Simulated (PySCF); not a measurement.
## Adding and removing an electron: SrCl

PBE0; basis Sr def2-SVP with ECP28, Cl def2-SVP; scalar-relativistic core potentials; PySCF 2.14. Neutral (UKS): doublet (σ ↑), Re = 2.591 Å, ωe = 316 cm⁻¹, De = 4.40 eV, HOMO -4.17 eV, LUMO -2.18 eV.

SrCl⁺ (UKS): singlet (closed shell), Re = 2.499 Å, ωe = 372 cm⁻¹, De = 4.37 eV to Sr⁺ + Cl. The energies at the minima are -490.66789 hartree for SrCl and -490.46062 for SrCl⁺.

Problem. Work out the adiabatic ionisation energy, without and with harmonic zero-point energies (1 hartree = 27.2114 eV, 1 eV = 8065.5 cm⁻¹), and the change of the bond length.

Solution. At PBE0: 0.20727 hartree = 5.640 eV between the minima; the zero-point term (372.0 − 316.0)/2 cm⁻¹ = +0.003 eV makes it 5.644 eV. Re changes by -9.2 pm against the neutral. The electron leaves a σ orbital; in so polar a molecule the change of length follows mostly from the change of the ionic charges.

For an ion De counts to the pair picked by the measured ionisation energies or electron affinities, which need not be the lowest pair at this level. States were picked by a PBE0 search and need not be the measured ground states.
